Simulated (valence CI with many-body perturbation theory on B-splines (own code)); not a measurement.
## Basis-set convergence for Br V

Calculated by configuration interaction combined with many-body perturbation theory (CI+MBPT): three valence electrons over a frozen Dirac-Fock core [Ar] 3d10, radial functions for each j: 9 s, 9 p, 8 d, 6 f, 3 g, 1 h, with the one-electron correlation potential Σ1, the two-electron term Σ2, the three-electron term Σ3, Breit, model QED; selected CI, second order for the rest, scaled by the run's own slope (own B-spline code, finite nucleus).

Against 8 measured levels this calculation errs by 78 cm⁻¹ on average and by 222 at most. These come from a selection out of Moore, Atomic Energy Levels, vol. II, NSRDS-NBS 35 (1971 reprint of NBS Circular 467, 1952), an old analysis. Levels without a partner in it may be off by more.

The reference run has the lowest level 4s²4p ²P°_1/2 and an ionisation energy of 59.6834 eV. Its largest variational space holds 11572 state functions.

Changed runs:
A. basis 6 s, 6 p, 5 d, 3 f, 1 g
B. basis 5 s, 5 p, 4 d, 2 f

Excitation energies of the reference run in cm⁻¹, and shifts in cm⁻¹:

| Level | Reference | A | B |
| --- | --- | --- | --- |
| 4s²4p ²P°_3/2 | 6079 | -2.6 | -5.7 |
| 4s4p² ⁴P_1/2 | 93305 | -98 | -275 |
| 4s4p² ⁴P_3/2 | 95773 | -100 | -280 |
| 4s4p² ⁴P_5/2 | 99073 | -99 | -276 |
| 4s4p² ²D_3/2 | 122719 | -0.5 | +56 |
| 4s4p² ²D_5/2 | 123448 | -1.4 | +53 |
| 4s4p² ²S_1/2 | 149416 | +114 | +407 |
| 4s4p² ²P_1/2 | 158212 | +86 | +311 |
| 4s4p² ²P_3/2 | 161090 | +79 | +287 |
| 4s²4d ²D_3/2 | 187942 | +105 | +609 |
| 4s²4d ²D_5/2 | 188572 | +104 | +605 |
| 4s²5s ²S_1/2 | 213544 | -60 | -186 |
| Ionisation energy (eV) | 59.6834 | -0.0117 | -0.0347 |
